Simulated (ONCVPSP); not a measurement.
Logarithmic derivatives: palladium, ONCV

palladium (Pd), optimised norm-conserving Vanderbilt (ONCV), made with ONCVPSP 4.0.1 (PBE, fully relativistic). Core [Ar] 3d10, reference 4s2 4p6 4d8 (charge +2). Waves: 4s: rc 1.35 bohr, ncon 4, nbas 7, qcut 7.5 1/bohr, 1 projector; 4p: rc 1.50 bohr, ncon 4, nbas 7, qcut 7.7 1/bohr, 1 projector; 4d: rc 2.10 bohr, ncon 5, nbas 10, qcut 8.3 1/bohr, 2 projectors, debl 2.2 Ha. Local part: polynomial inside 1.10 bohr (lpopt 3, dvloc0 0 Ha). Core correction: Teter function, fcfact 5.75, rcfact 1.75.

Open shells are filled in proportion to 2j + 1.

The phase is arctan(r·R′/R) of the radial function R(r), unwrapped; energies in Ha, scanned from -6 to 5 Ha. A pole is an energy at which the radial function vanishes at the test radius. The pseudo phase is shifted by a multiple of π to meet the all-electron one at the reference energy, and phase errors are pseudo minus all-electron; the curves can meet again beyond the range given. Levels narrower than the energy grid can be missing from the lists of poles.

**Question.** For each channel, where are the poles, and over which energies does the pseudopotential scatter like the atom?

**Answer.**

```tsv
channel	radius (bohr)	reference energy (Ha)	poles, all-electron	poles, pseudo	unbroken range about the reference energy with phases within 0.05 rad	phase error 1 Ha above the reference energy (rad)
s	1.37	-4.06	-2.93	-2.96, 3.14	below -1.0	-0.004
p3/2	1.52	-2.74	-1.90	-1.91	below 0.2	-0.004
p1/2	1.52	-2.91	-2.15	-2.16	below 0.0	-0.004
d5/2	2.13	-1.00	-0.69, 3.89	-0.69, 3.93	the whole range	+0.000
d3/2	2.13	-1.02	-0.72, 3.85	-0.72, 3.89	the whole range	+0.000
```

Phases in the d5/2 channel:

| E (Ha) | all-electron | pseudo |
| --- | --- | --- |
| -5.96 | 1.402 | 1.402 |
| -5.40 | 1.390 | 1.390 |
| -4.84 | 1.375 | 1.375 |
| -4.28 | 1.357 | 1.357 |
| -3.72 | 1.332 | 1.332 |
| -3.16 | 1.297 | 1.297 |
| -2.60 | 1.239 | 1.239 |
| -2.04 | 1.117 | 1.117 |
| -1.48 | 0.595 | 0.596 |
| -0.92 | -1.361 | -1.361 |
| -0.36 | -1.735 | -1.735 |
| 0.20 | -1.993 | -1.993 |
| 0.76 | -2.645 | -2.644 |
| 1.32 | -3.947 | -3.947 |
| 1.88 | -4.390 | -4.390 |
| 2.44 | -4.545 | -4.545 |
| 3.00 | -4.628 | -4.627 |
| 3.56 | -4.684 | -4.682 |
| 4.12 | -4.731 | -4.727 |
| 4.68 | -4.777 | -4.771 |
